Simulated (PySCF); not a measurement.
Compound: C₄H₈OSi₂.
SMILES with atom numbers: `[SiH3:1][O:2][SiH:3]1[CH:4]=[CH:5][CH:6]=[CH:7]1` (hydrogens: H8, H9, H10 on Si1; H11 on Si3; H12 on C4; H13 on C5; H14 on C6; H15 on C7)

Cartesian coordinates in Å at the PBE0-D3(BJ)/def2-SVP level; atoms count from 1:
```xyz
15
C4H8OSi2 angstrom
Si     2.662   -0.571    0.166
O      1.609    0.335   -0.742
Si     0.003    0.742   -0.852
C     -1.180   -0.697   -1.071
C     -2.054   -0.635   -0.047
C     -1.849    0.446    0.953
C     -0.805    1.275    0.755
H      1.936   -1.283    1.262
H      3.694    0.327    0.761
H      3.332   -1.573   -0.713
H     -0.102    1.762   -1.934
H     -1.252   -1.450   -1.858
H     -2.893   -1.330    0.078
H     -2.541    0.532    1.799
H     -0.580    2.103    1.430
```

The closed-shell ground state was solved at several levels (PySCF, density fitting, gas phase, non-relativistic).

```
        level  basis functions  HOMO (eV)  LUMO (eV)  gap (eV)  dipole (D)
PBE0/pcSseg-1              173      -6.92      -1.86      5.06        1.21
 PBE/pcSseg-1              173      -5.90      -2.75      3.15        1.13
```

(1) Estimate the row for wB97X-D/def2-SVPD, a basis of 215 functions; the other rows only guide the guess.

(2) Over all these levels, which gives the widest orbital gap and which the narrowest?

(3) How far do the dipole and the HOMO energy spread over the levels?

Results:

(1) HOMO -8.72 eV, LUMO -0.08 eV, gap 8.64 eV, dipole 1.27 D.

(2) wB97X-D/def2-SVPD (range-separated hybrid) has the widest, 8.64 eV, and PBE/pcSseg-1 (GGA) the narrowest, 3.15 eV. Functional and basis both differ between the two, so the spread mixes both effects.

(3) The dipole runs from 1.13 to 1.27 D (mean 1.21 D) and the HOMO from -8.72 to -5.90 eV.

One conformer stands for the species.
